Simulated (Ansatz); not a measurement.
Born–Oppenheimer molecular dynamics of CH5N + CH6Si (15 atoms, charge 0, multiplicity 1). It starts from a relaxed structure.

Computed with RKS revPBE/6-31G (Ansatz).

```json
{
 "ensemble": "NVE (velocity Verlet)",
 "time step": "0.5 fs",
 "steps asked": "166",
 "starting velocities drawn for": "200 K",
 "seed": "614346"
}
```

First frame:

```xyz
15
Properties=species:S:1:pos:R:3
C -0.273 -0.629 -2.322
N 0.565 0.203 -3.200
H -0.972 -0.080 -1.645
H 0.378 -1.257 -1.688
H -0.881 -1.314 -2.939
H 1.238 0.790 -2.704
H 0.041 0.742 -3.892
C -0.705 -0.547 2.451
Si 0.602 0.847 2.165
H -0.305 -1.317 3.131
H -0.970 -1.029 1.495
H -1.623 -0.129 2.898
H 0.972 1.523 3.473
H 0.064 1.911 1.225
H 1.871 0.283 1.553
```

**Question.** How far do the bonds stretch over the last three quarters of this one trajectory? (Pairs bonded in most of those frames.)

**Answer.** 
| bond | mean (Å) | spread (Å) | shortest | longest |
| --- | --- | --- | --- | --- |
| C1–N2 | 1.471 | 0.014 | 1.45 | 1.50 |
| C1–H3 | 1.121 | 0.023 | 1.08 | 1.15 |
| C1–H4 | 1.104 | 0.014 | 1.08 | 1.13 |
| C1–H5 | 1.105 | 0.008 | 1.09 | 1.12 |
| N2–H6 | 1.021 | 0.005 | 1.01 | 1.03 |
| N2–H7 | 1.021 | 0.006 | 1.01 | 1.04 |
| C8–Si9 | 1.936 | 0.026 | 1.90 | 1.97 |
| C8–H10 | 1.105 | 0.022 | 1.07 | 1.14 |
| C8–H11 | 1.104 | 0.024 | 1.07 | 1.14 |
| C8–H12 | 1.103 | 0.014 | 1.08 | 1.13 |
| Si9–H13 | 1.520 | 0.019 | 1.49 | 1.55 |
| Si9–H14 | 1.521 | 0.023 | 1.49 | 1.56 |
| Si9–H15 | 1.518 | 0.008 | 1.51 | 1.53 |

Mean temperature of the second half: 132 K. The conserved energy stayed within 0.11 meV per atom of its start (net change 0.092 meV per atom), so the integration is sound. A run of 0.083 ps of so small a system gives no equilibrium averages. Limits of this set-up: no polarisation functions.

Time of the run: 6.5 min on 1 thread of Arm Neoverse V1 (shared host), peak memory 0.23 GiB.
